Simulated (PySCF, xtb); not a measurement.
MoF₃H₃, SMILES [F][MoH3]([F])[F], multiplicity 1.

GFN2-xTB in xtb at its own geometry gives an orbital gap of 2.54 eV and a dipole moment of 2.66 D.

Geometry optimised at B3LYP-D3(BJ)/def2-SVP. The multiplicity is an assumed one; no other spin state was optimised. The structure was generated by enumeration; whether it is a known compound was not checked. The def2 effective core potentials stand for the cores of Mo; spin–orbit coupling is left out.

### Question
What does HF/def2-TZVPD in PySCF give? (The exact figures need the calculation; the answer reports its results.)

### Answer
gap 13.27 eV (levels -12.65 and 0.63 eV), dipole 0.25 D.
